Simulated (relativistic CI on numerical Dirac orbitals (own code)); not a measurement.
Calculated at this level of theory: Dirac-Coulomb-Breit CI, orbitals from a KLI potential per configuration, model QED, unscaled Slater integrals (own radial code, finite nucleus).

Configurations in the expansion: 1s2, 1s.2s, 1s.2p, 1s.3s, 1s.3p, 1s.3d, 1s.4s, 1s.4p, 1s.4d, 1s.4f, 1s.5s, 1s.5p, 1s.5d, 1s.5f, 1s.5g, 1s.6s, 1s.6p, 1s.6d, 2s2. Levels of other configurations are missing.

At this charge energies of transitions that change n are usually good to better than 1 %, and those within a shell (Δn = 0) to a few per cent.

Outline of the computed level scheme of Bi LXXXII. Lowest level of each configuration: 1s2 1S_0 at 0.0 eV; 1s.2s 3S_1 at 75996.0 eV; 1s.2p 3P°_1 at 76129.5 eV; 1s.3s 3S_1 at 90919.7 eV; 1s.3p 3P°_1 at 90954.5 eV; 1s.3d 3D_2 at 91760.8 eV; 1s.4s 3S_1 at 96009.4 eV; 1s.4p 3P°_1 at 96023.3 eV; 1s.4d 3D_2 at 96360.3 eV.

Some strong electric-dipole decays among the lowest 27 levels: 1s.2p 1P°_1 → 1s2 1S_0 (3.5e+16 s⁻¹); 1s.2p 3P°_1 → 1s2 1S_0 (2.0e+16 s⁻¹); 1s.3p 1P°_1 → 1s2 1S_0 (9.9e+15 s⁻¹); 1s.3p 3P°_1 → 1s2 1S_0 (4.6e+15 s⁻¹); 1s.4p 1P°_1 → 1s2 1S_0 (4.1e+15 s⁻¹); 1s.3d 3D_3 → 1s.2p 3P°_2 (2.9e+15 s⁻¹); 1s.3d 3D_2 → 1s.2p 3P°_1 (2.8e+15 s⁻¹); 1s.3d 1D_2 → 1s.2p 1P°_1 (2.6e+15 s⁻¹).

LS names give the leading component of a level, which can be under half, so a name can repeat, a term be missing and a line seem to break the LS rules.
